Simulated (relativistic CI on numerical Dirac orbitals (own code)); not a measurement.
Calculated at this level of theory: Dirac-Coulomb-Breit CI, separate exchange-only KLI orbitals for each configuration, model QED, unscaled Slater integrals (own radial code, finite nucleus).

CI space (outside the closed core [Ne]): 3s²3p⁶3d⁹, 3s²3p⁵3d¹⁰, 3s3p⁶3d¹⁰, 3s²3p⁶3d⁸4s, 3s²3p⁶3d⁸4p, 3s²3p⁶3d⁸4d, 3s²3p⁴3d¹⁰4s, 3s²3p⁶3d⁸4f, 3s²3p⁵3d⁹4s, 3s²3p⁴3d¹⁰4p, 3s²3p⁶3d⁷4s², 3s²3p⁵3d⁹4p, 3s²3p⁴3d¹⁰4d, 3s²3p⁶3d⁷4s4p, 3s3p⁵3d¹⁰4s, 3s²3p⁶3d⁸5s, 3s²3p⁶3d⁷4p², 3s3p⁵3d¹⁰4p, 3s²3p⁵3d⁹4d, 3s²3p⁶3d⁸5p, 3s²3p⁶3d⁷4s4d, 3s3p⁶3d⁹4s, 3s²3p⁶3d⁸5d, 3s²3p⁶3d⁷4p4d, 3s3p⁵3d¹⁰4d, 3p⁶3d¹⁰4s, 3s3p⁶3d⁹4p, 3s²3p⁵3d⁸4s², 3s²3p⁶3d⁸5f, 3s²3p⁵3d⁹4f, 3s²3p⁶3d⁸5g, 3p⁶3d¹⁰4p, 3s²3p⁶3d⁷4d², 3s²3p⁵3d⁸4s4p, 3s²3p⁶3d⁸6s, 3s3p⁶3d⁹4d. Levels of other configurations are missing.

At this charge energies of transitions that change n are usually good to better than 1 %, and those within a shell (Δn = 0) to a few per cent.

Outline of the computed level scheme of I XXVII. Lowest level of each configuration: 3s²3p⁶3d⁹ ²D5/2 at 0.000 eV; 3s²3p⁵3d¹⁰ ²P°3/2 at 249.702 eV; 3s3p⁶3d¹⁰ ²S1/2 at 447.039 eV; 3s²3p⁶3d⁸4s ⁴F9/2 at 580.041 eV; 3s²3p⁶3d⁸4p ⁴D°7/2 at 631.040 eV.

Some strong electric-dipole decays among the lowest 45 levels: 3s²3p⁶3d⁸4p ²P°3/2 → 3s²3p⁶3d⁹ ²D5/2 (1.5e+12 s⁻¹); 3s²3p⁶3d⁸4p ²F°7/2 → 3s²3p⁶3d⁹ ²D5/2 (1.4e+12 s⁻¹); 3s²3p⁶3d⁸4p ²D°5/2 → 3s²3p⁶3d⁹ ²D5/2 (1.3e+12 s⁻¹); 3s²3p⁵3d¹⁰ ²P°1/2 → 3s²3p⁶3d⁹ ²D3/2 (1.1e+12 s⁻¹); 3s²3p⁶3d⁸4p ²D°5/2 → 3s²3p⁶3d⁹ ²D5/2 (1.1e+12 s⁻¹); 3s²3p⁵3d¹⁰ ²P°3/2 → 3s²3p⁶3d⁹ ²D5/2 (6.4e+11 s⁻¹); 3s²3p⁶3d⁸4p ⁴G°5/2 → 3s²3p⁶3d⁹ ²D5/2 (5.0e+11 s⁻¹); 3s3p⁶3d¹⁰ ²S1/2 → 3s²3p⁵3d¹⁰ ²P°3/2 (4.7e+11 s⁻¹).

LS names give the leading component of a level, which can be under half, so a name can repeat, a term be missing and a line seem to break the LS rules.
